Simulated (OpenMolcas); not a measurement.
# neutral titanium: effect of the active space

```json
{
  "Program": "OpenMolcas 26.06",
  "Method": "CASSCF",
  "Basis": "ANO-RCC-MB",
  "Scalar Hamiltonian": "DKH2, point nucleus",
  "Spin-orbit coupling": "state interaction with AMFI integrals over the reference wave functions, term energies averaged over their components"
}
```

A. 2 electrons in 5 orbitals (3d); 2S+1 = 3 even, 10 roots; 2S+1 = 1 even, 15 roots; cost roughly 2.9 core-seconds
B. 4 electrons in 6 orbitals (3d 4s); 2S+1 = 3 even, 48 roots; 2S+1 = 5 even, 10 roots kept (CI in the orbitals of an earlier block); 2S+1 = 1 even, 42 roots kept (CI in the orbitals of an earlier block); cost roughly 30 core-seconds

Energies in cm⁻¹ above 3d² 4s² ³F₂, the measured ground level; measured values from NIST Handbook of Basic Atomic Spectroscopic Data.

| Level | A | B | Measured |
| --- | --- | --- | --- |
| 3d² 4s² ³F₂ | 0.0 | 0.0 | 0.0 |
| 3d² 4s² ³F₃ | 167 | 167 | 170 |
| 3d² 4s² ³F₄ | 386 | 385 | 387 |
| 3d² 4s² ¹D₂ | 9960 | 9715 | 7255 |
| 3d² 4s² ³P₀ | 11988 | 11440 | 8437 |
| 3d² 4s² ³P₁ | 12046 | 11494 | 8492 |
| 3d² 4s² ³P₂ | 12167 | 11616 | 8602 |
| 3d² 4s² ¹G₄ | 15513 | 15210 | 12118 |

Deviations, from unrounded energies. A percentage is the sum of absolute deviations over the sum of measured energies, with the sign that they share, or ± where signs differ.

| Against measurement | Levels | A | B |
| --- | --- | --- | --- |
| mean absolute deviation (cm-1) | 7 | 2400 | 2100 |
| fine structure of the ground term (%) | 2 | -0.7 | -1.0 |
| other terms of the ground configuration (%) | 5 | +37.3 | +32.4 |

B lies closest to measurement on these levels. The largest miss of B in the table is 3d² 4s² ¹G₄, by +3100 cm-1. The ranking rests on the paired levels alone, and a cruder setting can come out closer through cancelling errors.

The spin-orbit steps hold different terms of 3d² 4s² (B lacks ¹S), which shifts levels as well.

Between A and B the level of the table that moves most is 3d² 4s² ³P₁, by 550 cm-1 (lowest in B, highest in A).

Without dynamic correlation excited terms often stand tens of per cent too high (terms of higher spin than the ground term too low), and those without a measured partner can miss by more than the paired ones. With the s shell closed, the reference lacks s² → p², s² → d² and s → d mixing, so excited terms can stand far too high and out of order, with CASPT2 too (holds for A). Terms from blocks run as CI alone lack orbitals of their own (holds for B). Measured partners are found by configuration, term and J. A level has none where our copy of the source lacks it or the pairing is in doubt (some pairs that miss far off the trend of their configuration count as doubtful), and it then counts in no deviation. Levels of configurations outside the active space are missing. Levels that lie high or do not pair safely by name in every column are left out.
